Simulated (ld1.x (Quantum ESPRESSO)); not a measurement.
## Ge (Z = 32): excitation energies, all-electron against PAW

```json
{
  "Element": "Ge (Z = 32)",
  "Generator": "ld1.x (Quantum ESPRESSO) 7.5",
  "Type": "PAW",
  "Functional": "PBEsol",
  "Relativity": "scalar-relativistic",
  "Frozen core": "[Ar]",
  "Valence charge": "14",
  "Reference configuration": "3d10 4s2 4p1 (charge +1)",
  "Partial waves": "4s (bound): rcut 1.40, rcutus 1.80 bohr; 4s channel at -0.95 Ry: rcut 1.40, rcutus 1.80 bohr; 4p (bound): rcut 1.80, rcutus 1.95 bohr; 4p channel at 0.35 Ry: rcut 1.80, rcutus 1.95 bohr; 3d (bound): rcut 0.70, rcutus 1.06 bohr; 3d channel at 1.55 Ry: rcut 0.70, rcutus 1.06 bohr",
  "Local potential": "all-electron potential smoothed inside 1.55 bohr (lloc = -1)",
  "Core correction": "Bessel-smoothed model core, default radius (core density twice the valence density)",
  "Augmentation charge": "BESSEL, radius 0.75 bohr"
}
```

Energies are relative to the spin-unpolarised reference configuration 3d10 4s2 4p1; without spin polarisation the order of configurations can differ from experiment.

```
valence configuration  charge  ΔE all-electron (eV)  error AE − PS (meV)
         3d10 4s2 4p0      +2                15.449                 -1.7
         3d10 4s1 4p0      +3                50.237                 -3.7
          3d9 4s2 4p3       0                22.172                 -141
         3d10 4s0 4p0      +4                96.371                  -13
          3d9 4s2 4p2      +1                31.238                 -151
         3d10 4s1 4p3       0                 0.528                 +0.2
```

(1) What are ΔE and the potential's error for 3d10 4s2 4p2?

Levels in the configuration 3d10 4s1 4p0:

```csv
level,all-electron (eV),pseudo (eV)
3d,-63.117,-63.184
4s,-40.387,-40.386
```

## Answers

(1) ΔE = -7.453 eV all-electron; the error (AE − PS) is +1.1 meV.
